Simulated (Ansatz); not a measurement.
**Which is lower?**

The two ends of one reaction step of GaSiH5S, singlet (PBE0-D4/def2-TZVP).

A:

```tsv
atom	x (Å)	y (Å)	z (Å)
Ga1	-1.6653	-0.8170	-1.3167
Si2	0.9998	0.5642	0.8705
S3	-1.1224	-2.1950	-2.6715
H4	0.6702	-0.3803	-0.2389
H5	-2.1723	0.2285	-0.3133
H6	2.4514	0.4835	1.1577
H7	0.6284	1.9368	0.4458
H8	0.2101	0.1792	2.0665
```

B:

Ga1  (-1.105, -0.196, -0.499)
Si2  (0.595, 0.719, 0.933)
S3  (-0.522, -1.711, -1.991)
H4  (0.779, -1.719, -1.661)
H5  (-2.633, 0.142, -0.528)
H6  (1.924, 0.123, 0.629)
H7  (0.689, 2.194, 0.755)
H8  (0.274, 0.448, 2.362)
(Å)

Program: Ansatz 0.2.0. Basis: def2-TZVPP. Cores are frozen in the correlated methods. Filled d shells of the heavier atoms are correlated. The def2 sets are not built for correlating such inner shells, so the correlated values are less sure here. B3LYP uses VWN-RPA correlation.

Problem. Which structure is lower at CCSD(T), and by how much? (To be estimated.)

Solution. The calculation gives: B, by 84.5 kJ/mol (electronic energy, against the other). By their contacts, A is a complex of GaHS ([S][GaH]) + SiH₄ and B is GaSiH₅S ([SiH3][GaH][SH]).

All methods give the same order:

```tsv
method	E(B) − E(A) (kJ/mol)
SPW92	-101.5
PBE-D4	-87.9
BLYP-D4	-70.2
r2SCAN-D4	-89.3
B97M-V	-83.7
PBE0-D4	-97.7
B3LYP-D4	-80.2
r2SCAN0-D4	-96.2
BHLYP-D4	-90.6
CAM-B3LYP-D4	-87.9
wB97X-V	-96.8
wB97M-V	-89.0
B2PLYP	-76.3
PBE-QIDH	-96.0
RPA on PBE	-78.5
HF	-84.1
MP2	-80.0
CCSD	-88.7
CCSD(T)	-84.5
```

No T1 diagnostic of these runs exceeds 0.018.

Labels in which every atom is bracketed show which atoms are joined, not bond orders.

For scale, one of the runs: CCSD(T)/def2-TZVPP, 202 basis functions, launched by `ansatz run in.yaml --threads 4 --pin off --events-out ev --progress --plain --max-ram 9574MiB`. Time: 67 s of wall clock on 4 CPU threads of an AMD EPYC; the host was shared. Peak host memory: 2.2 GiB.
